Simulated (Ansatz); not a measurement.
Geometry optimisation, Ansatz, RKS B3LYP/def2-SVP.

Input:

```yaml
crystal:
  periodic: [false, false, false]
  atoms:
    - { symbol: Ge, position_ang: [-0.277182, -0.374872, 0.018622] }
    - { symbol: O, position_ang: [-0.084618, -0.476534, 1.778737] }
    - { symbol: H, position_ang: [-0.714795, 0.09293, 2.241234] }
    - { symbol: O, position_ang: [1.315095, -0.500806, -0.739461] }
    - { symbol: H, position_ang: [1.965171, 0.081087, -0.323824] }
    - { symbol: O, position_ang: [-1.072603, 1.19909, -0.240595] }
    - { symbol: H, position_ang: [-1.465235, 1.286195, -1.119463] }
    - { symbol: H, position_ang: [-1.092075, -1.525222, -0.586593] }
    - { symbol: H, position_ang: [1.272658, 1.714211, 0.944696] }
    - { symbol: H, position_ang: [1.265983, 1.261221, 1.500647] }
basis:
  gaussian: { orbitals: def2-SVP }
hamiltonian:
  xc: b3lyp
relax:
  f_tol: 0.03
  max_steps: 50
```

Command:

```bash
$ ansatz run input.yaml --threads 2 --pin off --max-ram 3072MiB --backend cpu --events-out ev --progress --plain --runs-dir out
```

**Question.** Where does it end, and by what steps?

**Answer.** The forces met the threshold. After 16 steps the energy has fallen by 0.247 eV; H9 moved furthest, 1.58 Å.

```tsv
step	energy less start (eV)	largest force component (eV/Å)	accepted
0	0.0000	1.357	yes
1	-0.1266	0.153	yes
2	-0.1728	0.069	yes
3	-0.1942	0.125	yes
4	-0.2067	0.176	yes
5	-0.2095	0.578	yes
6	-0.2202	0.304	yes
7	-0.2319	0.139	yes
8	-0.2315	0.485	no
9	-0.2350	0.064	yes
10	-0.2388	0.097	yes
11	-0.2422	0.124	yes
12	-0.2440	0.114	yes
13	-0.2452	0.103	yes
14	-0.2461	0.061	yes
15	-0.2465	0.035	yes
16	-0.2466	0.009	yes
```

```xyz
10
Properties=species:S:1:pos:R:3
Ge -0.450 -0.470 -0.085
O -0.237 -0.126 1.646
H -0.834 0.580 1.934
O 1.081 -0.213 -0.939
H 1.571 0.548 -0.595
O -1.681 0.727 -0.560
H -1.813 0.793 -1.515
H -0.847 -1.921 -0.358
H 2.462 1.654 1.985
H 1.861 1.186 1.961
```

Whether the end is a true minimum wasn't checked by a vibrational analysis.

Time of the run: 42 s on 2 threads of Arm Neoverse V1, with other jobs on the host, peak memory 0.23 GiB.
